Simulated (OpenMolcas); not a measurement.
## Ag2+: moving or changing the point charges

Ag2+ among 5 point charges of -2 e arranged as a trigonal bipyramid (D3h), 2.03 Å from the ion.
```
   2.0300    0.0000    0.0000  -2.00
  -1.0150    1.7580    0.0000  -2.00
  -1.0150   -1.7580    0.0000  -2.00
   0.0000    0.0000    2.0300  -2.00
   0.0000    0.0000   -2.0300  -2.00
```

```json
{"Program": "OpenMolcas 26.06", "Method": "SS-CASPT2, IPEA 0.25 Eh, imaginary shift 0.1 Eh (closed shells correlated: 4s 4p)", "Basis": "ANO-RCC-VDZP [6s5p3d1f]", "Scalar Hamiltonian": "DKH2, point nucleus", "Active space": "9 electrons in 5 orbitals (4d)", "State averaging": "2S+1 = 2 even, 5 roots", "Spin-orbit coupling": "RASSI with atomic mean-field integrals over the reference wave functions"}
```

Runs around this geometry, states (labels of D3, the rotations of D3h). Energies in cm-1 above the lowest state or level, χT in cm3 K/mol.

```json
{"R (Å)": "2.03", "q (e)": "-1", "Ground state": "2A1", "First state of that spin": "2E 4160", "First gap with spin-orbit (degeneracies)": "3230 (2, 2)", "χT at 300 K": "0.890"}
{"R (Å)": "2.03", "q (e)": "-2", "Ground state": "2A1", "First state of that spin": "2E 7990", "First gap with spin-orbit (degeneracies)": "6920 (2, 2)", "χT at 300 K": "0.717"}
{"R (Å)": "2.26", "q (e)": "-2", "Ground state": "2A1", "First state of that spin": "2E 5170", "First gap with spin-orbit (degeneracies)": "4260 (2, 2)", "χT at 300 K": "0.832"}
```

Taking the first state of the same spin as R^-n, n = -ln(5170 / 7990) / ln(2.26 / 2.03) = 4.1 between the shortest and longest distance.

Scaling the charges by -1 / -2 = 0.50 scales the first state of the same spin by 4160 / 7990 = 0.52; with fixed orbitals a first-order splitting would follow the charge.

Roots that are degenerate in the reference are averaged as groups; the widest CASPT2 spread within a group is 69 cm-1 (the 2-fold group of multiplicity 2 near 9060 cm-1 above the lowest state of its run, R = 2.03, q = -2). Shifts and gaps below about the spread of the groups concerned are not significant. Free-ion shares, where given, are those of the reference states; single-state CASPT2 does not remix them. The ground term spreads over less than 5000 cm-1, several times less than with real ligands, so orbital moments are less quenched and χT lies further from the spin-only value than at real sites (holds for R = 2.03, q = -1). Point charges carry no covalency, so the field is a model and not that of real ligands. No measured value stands beside these numbers.
